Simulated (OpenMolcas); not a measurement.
Cr IV: effect of the basis set

* Program: OpenMolcas
* Method: RASSCF
* Active space: 9 electrons in 8 orbitals (RAS1 3p, at most 2 holes; RAS2 3d)
* State averaging: 2S+1 = 4 even, 10 roots; 2S+1 = 2 even, 40 roots
* Spin-orbit coupling: state interaction with AMFI integrals over the reference wave functions, term energies averaged over their components

A. ANO-R2 [6s4p4d2f], X2C, finite nucleus; cost about 60 core-seconds
B. ANO-RCC-VTZP [6s5p3d2f1g], DKH2, point nucleus; cost about 21 core-seconds
C. ANO-RCC-VQZP [7s6p4d3f2g1h], DKH2, point nucleus; cost of the order of 25 core-seconds

Energies in cm⁻¹ above 3d³ ⁴F_3/2, the measured ground level; measured values from Sugar and Corliss, J. Phys. Chem. Ref. Data 6, 317 (1977).

| Level | A | B | C | Measured |
| --- | --- | --- | --- | --- |
| 3d³ ⁴F_3/2 | 0.0 | 0.0 | 0.0 | 0.0 |
| 3d³ ⁴F_5/2 | 260 | 257 | 257 | 236 |
| 3d³ ⁴F_7/2 | 615 | 608 | 608 | 556 |
| 3d³ ⁴F_9/2 | 1058 | 1046 | 1045 | 946 |
| 3d³ ⁴P_1/2 | 16661 | 16726 | 16720 | 14059 |
| 3d³ ⁴P_3/2 | 16768 | 16833 | 16827 | 14177 |
| 3d³ ⁴P_5/2 | 17084 | 17144 | 17138 | 14471 |
| 3d³ ²G_7/2 | 18150 | 18258 | 18244 | 15052 |
| 3d³ ²G_9/2 | 18529 | 18634 | 18621 | 15402 |
| 3d³ ²P_1/2 | 21476 | 21590 | 21570 | 19519 |
| 3d³ ²P_3/2 | 21582 | 21698 | 21678 |  |
| 3d³ ²D_3/2(1) | 23356 | 23482 | 23458 | 20650 |
| 3d³ ²D_5/2(1) | 23623 | 23750 | 23726 | 20664 |
| 3d³ ²H_9/2 | 25372 | 25516 | 25489 | 21066 |
| 3d³ ²H_11/2 | 25663 | 25804 | 25779 | 21321 |
| 3d³ ²F_7/2 | 40400 | 40604 | 40551 | 34363 |
| 3d³ ²F_5/2 | 40561 | 40764 | 40712 | 34556 |
| 3d³ ²D_5/2(2) | 59835 | 60146 | 60047 | 52975 |
| 3d³ ²D_3/2(2) | 60058 | 60366 | 60268 | 53142 |

Deviations, from unrounded energies. A percentage is the sum of absolute deviations over the sum of measured energies, with the sign that they share, or ± where signs differ.

```tsv
Against measurement	Levels	A	B	C
mean absolute deviation (cm-1)	17	3300	3400	3400
fine structure of the ground term (%)	3	+11.3	+10.0	+9.9
other terms of the ground configuration (%)	14	+16.0	+16.6	+16.4
```

A, B, C lie about equally close to measurement. The largest miss of A in the table is 3d³ ²D_3/2(2), by +6900 cm-1. The ranking rests on the paired levels alone, and a cruder setting can come out closer through cancelling errors.

Among A to C the level of the table that moves most is 3d³ ²D_5/2(2), by 310 cm-1 (lowest in A, highest in B).

Without dynamic correlation excited terms often stand tens of per cent too high (terms of higher spin than the ground term too low), and those without a measured partner can miss by more than the paired ones. Active for correlation alone: 3p; no level in the range computed is led by a configuration that opens it, so any true level of that kind is missing. Measured partners are found by configuration, term and J. A level has none where our copy of the source lacks it or the pairing is in doubt (some pairs that miss far off the trend of their configuration count as doubtful), and it then counts in no deviation. Levels of configurations outside the active space are missing.

A number in round brackets counts repeated terms of one configuration in the order of the reference energies.
